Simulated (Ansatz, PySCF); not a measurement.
The pair A = NH3 (SMILES N) (first 4 atoms), B = CH6Si (SMILES C[SiH3]); geometry from B3LYP-D3(BJ)/def2-TZVP.
(charge 0, multiplicity 1):
```xyz
12

N      0.41452    -0.62546    -0.36335
H      1.29003    -0.52809     0.13770
H     -0.09299     0.24524    -0.25634
H     -0.12212    -1.34703     0.10398
C     -0.41786     0.59161     4.97035
Si    -0.13626     0.17987     3.16249
H     -0.98999    -0.19570     5.46465
H     -0.97091     1.52691     5.07498
H      0.53172     0.70040     5.49759
H      0.61538    -1.09159     3.02770
H      0.64095     1.25421     2.49807
H     -1.43067     0.03428     2.45324
```

Frozen-core correlation. Rows in 6-31G* carry no dispersion term and start afresh at each structure (6-31G* with six Cartesian d functions).

Codes used: Ansatz (Gaussian basis) for Hartree–Fock, density functionals and correlated methods; PySCF for 6-31G* rows. Values without a source in brackets are computed.

Total energies (hartree), monomers frozen at their geometry in the pair:

| structure | B3LYP/6-31G* | B3LYP/def2-TZVPPD | CCSD(T)/aug-cc-pV(D+d)Z |
|---|---|---|---|
| AB | -387.7619144 | -387.8521112 | -387.0504363 |
| A in the pair's basis | -56.5516021 | -56.5904538 | -56.4257038 |
| B in the pair's basis | -331.2109497 | -331.2623261 | -330.6237302 |
| A | -56.5477739 | -56.5902913 | -56.4252501 |
| B | -331.2107278 | -331.2622750 | -330.6228391 |

Q: Work out the interaction energy without and with the counterpoise correction, and the superposition error, for each level.

A: 
E(AB) − E(A) − E(B), times 627.509 kcal/mol, with the monomers in their own basis and then in the pair's basis:
- B3LYP/6-31G*: -2.14 uncorrected, 0.40 corrected; the monomers gain 2.54 kcal/mol from borrowed functions
- B3LYP/def2-TZVPPD: 0.29 uncorrected, 0.42 corrected; the monomers gain 0.13 kcal/mol from borrowed functions
- CCSD(T)/aug-cc-pV(D+d)Z: -1.47 uncorrected, -0.63 corrected; the monomers gain 0.84 kcal/mol from borrowed functions

Ansatz is a program for electronic structure.
